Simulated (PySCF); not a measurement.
# Computed data sheet: `[c]1([AlH-]2[Cl+][AlH2-][Cl+]2)occc1`

Species: C4H6Al2Cl2O.
Atom-mapped SMILES: `[cH:1]1[cH:2][o:3][c:4]([AlH-:5]2[Cl+:6][AlH2-:7][Cl+:8]2)[cH:9]1` (hydrogens: H10 on C1; H11 on C2; H12 on Al5; H13, H14 on Al7; H15 on C9)

Structural features include: aromatic ring with oxygen.

From PBE0-D3(BJ)/def2-SVP geometry optimisation, gas phase (PySCF):

```yaml
Point_group: C1
Rotational_constants_A_B_C: 1.491, 0.530, 0.478 GHz
```

From B3LYP/def2-SVPD ground state and vertical TDDFT (core frozen in the response) (PySCF):

```yaml
Dipole_moment: 1.03 D
HOMO_energy: -6.60 eV
LUMO_energy: -1.20 eV
HOMO–LUMO_gap: 5.40 eV
Lowest_singlet_excitation: 4.82 eV (257 nm, f = 0.093)
Strongest_line_among_the_6_lowest_singlet_transitions: S2 at 5.58 eV (222 nm, f = 0.174)
Static_isotropic_polarisability: 127.6 au
Electronic_spatial_extent_⟨r²⟩_about_the_centre_of_nuclear_charge: 2390 bohr²
```

Monoisotopic mass (most abundant isotopes): 193.9426 u.

S1 lies 0.58 eV below the HOMO–LUMO gap; its leading configuration is HOMO→LUMO, weight 0.94. The largest Löwdin shares of the LUMO are 0.19 on Al5, 0.18 on Al7, 0.13 on Cl8 and 0.11 on Cl6. The polarisability is 18.91 Å³ as a volume (1 au = 0.148185 Å³), or 1.30 au for each of the 98 electrons. The rotational constants make it an asymmetric top with κ = (2B − A − C)/(A − C) = -0.90, nearer the prolate limit (−1).

Shape of the structure used: `[cH:1]1[cH:2][o:3][c:4]([AlH-:5]2[Cl+:6][AlH2-:7][Cl+:8]2)[cH:9]1`: O3–C4–Al5–Cl6 177°.

One conformer stands for the species.
